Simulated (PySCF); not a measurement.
BeClBr, SMILES [Cl][Be][Br].

Geometry: r2SCAN-D4/def2-TZVP.

Computed with CAM-B3LYP/def2-TZVPD in PySCF.

Isolated molecule, no solvent.

- total energy: -3049.38510 hartree
- point group: C∞v
- highest occupied level: -10.37 eV
- lowest empty level: -0.07 eV
- orbital gap: 10.30 eV
- dipole moment: 0.10 D
- quadrupole, principal values (traceless, Buckingham form, about the centre of nuclear charge): -4.52, 2.26, 2.26 D·Å
- mean static polarisability: 49.1 bohr³ (7.28 Å³)
- polarisability, principal values: 41.4, 41.4, 64.6 bohr³
